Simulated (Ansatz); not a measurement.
Z-matrix (Å, degrees):
```
Sn
C 1 2.213
Ge 1 2.601 2 109.6
H 1 1.705 2 107.6 3 121.5
H 1 1.712 2 108.1 3 -120.0
O 2 1.197 1 122.3 3 -95.4
H 2 1.117 1 117.7 3 83.7
H 3 1.537 1 109.8 2 -58.9
H 3 1.536 1 110.0 2 60.8
H 3 1.537 1 110.6 2 -178.8
```

Total charge 0; spin multiplicity 1. Sn: def2 effective core potential.

Task: List the CAM-B3LYP/def2-TZVPP orbital energies in eV (Ansatz). (An estimate is asked.)

Result: Computed: Occupied: -10852.25, -1356.53, -1207.49, -1207.47, -1207.47, -523.03, -281.54, -171.31, -140.94, -121.62, -121.59, -121.59, -95.82, -95.81, -95.80, -35.18, -35.17, -35.16, -35.10, -35.10, -31.35, -30.00, -29.98, -29.94, -29.87, -29.86, -18.81, -17.66, -15.84, -14.63, -13.08, -12.94, -11.44, -11.31, -10.59, -9.44, -8.05. Lowest empty: -0.42, 0.63, 0.79, 1.28, 1.71, 2.23, 2.40, 2.59.
